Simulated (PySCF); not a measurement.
Vertical excitations of a molecule C4H6S from PySCF with TDA-ωB97X/def2-SVPD, as energy in eV (oscillator strength): 4.98 (0.005), 5.72 (0.176), 6.19 (0.012), 6.75 (0.027), 7.13 (0.038), 7.25 (0.011), 7.59 (0.018), 7.87 (0.002), 7.91 (0.013), 8.03 (0.018). Lowest triplet (TDA): 3.62 eV. Geometry: PBE-D3(BJ)/def2-SVP. Other conformers were not sampled.

Q: Which structure fits?
A. C#CCCS
B. C1=CSCC1
C. C=C=CSC
D. CC#CCS

A: B, C1=CSCC1
